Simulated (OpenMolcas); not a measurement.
## Fe4+, Ru4+, Os4+: d⁴ down the group

```yaml
Program: OpenMolcas
Method: SS-CASPT2, IPEA 0.25 Eh, imaginary shift 0.1 Eh
Basis: ANO-R2
Scalar_Hamiltonian: X2C, finite nucleus
Spin-orbit_coupling: state interaction with AMFI integrals over the reference wave functions, term energies averaged over their components
```

Active space for each ion: 4 electrons in 5 orbitals (d); closed shells correlated by CASPT2: Fe4+ 3s 3p; Ru4+ 4s 4p; Os4+ 5s 5p.

Computed levels in cm-1 above ⁵D₀:

```
                               Level   Fe4+   Ru4+   Os4+
                                 ⁵D₁    147    488   4360
                                 ⁵D₂    431   1304   8220
                                 ⁵D₃    838   2320  11230
                                 ⁵D₄   1350   3470  13290
                              ³P₀(1)  24300  16750  19120
                              ³P₁(1)  25180  19170  25750
                                 ³H₄  25360  18190  21380
                                 ³H₅  25680  19350  26470
                                 ³H₆  26030  20320  28820
weight of ⁵D in the lowest level (%)    100     97     64
```

Mixed levels, with the weight of the term that names them: Os4+ ⁵D₀ (64 %), Os4+ ⁵D₄ (70 %), Os4+ ³P₀(1) (52 %), Os4+ ³H₄ (57 %).

Measured, with the error of the calculation in %. Measured levels: Fe4+ from Corliss and Sugar, J. Phys. Chem. Ref. Data 11, 135 (1982); Os4+ from the list in Palmeri et al., Atoms 14, 22 (2026).

```
 Level          Fe4+          Os4+
   ⁵D₁    142 (+3.5)   4311 (+1.2)
   ⁵D₂    417 (+3.4)   8083 (+1.7)
   ⁵D₃    803 (+4.3)  11018 (+1.9)
   ⁵D₄   1283 (+5.2)  12966 (+2.5)
³P₀(1)  24055 (+1.0)              
³P₁(1)  24973 (+0.8)  24680 (+4.3)
   ³H₄  24932 (+1.7)  20374 (+4.9)
   ³H₅  25226 (+1.8)  25344 (+4.4)
   ³H₆  25528 (+2.0)  27669 (+4.2)
```

The fine-structure level ⁵D₄ changes by a factor of 9.84 from Fe4+ to Os4+.

Without spin-orbit coupling ³P(1) lies 25070, 18360, 16260 cm-1 above ⁵D in that order; the difference to the level ³P₀(1), of either sign, comes from spin-orbit coupling, which also lowers the zero.

Term energies are means over components that CASPT2 splits; among the terms shown or strongly mixed into the levels shown the widest spread is 100 cm-1 (5d⁴ ¹I, Os4+). The CASPT2 spread within a term exceeds the gap to the next term for 5d⁴ ³D and 5d⁴ ¹I, so the order of their levels is uncertain (holds for Os4+). Measured partners are found by configuration, term and J. A level has none where our copy of the source lacks it or the pairing is in doubt (some pairs that miss far off the trend of their configuration count as doubtful), and it then counts in no deviation. Levels of configurations outside the active space are missing.

A number in round brackets counts repeated terms of one configuration in the order of the reference energies.
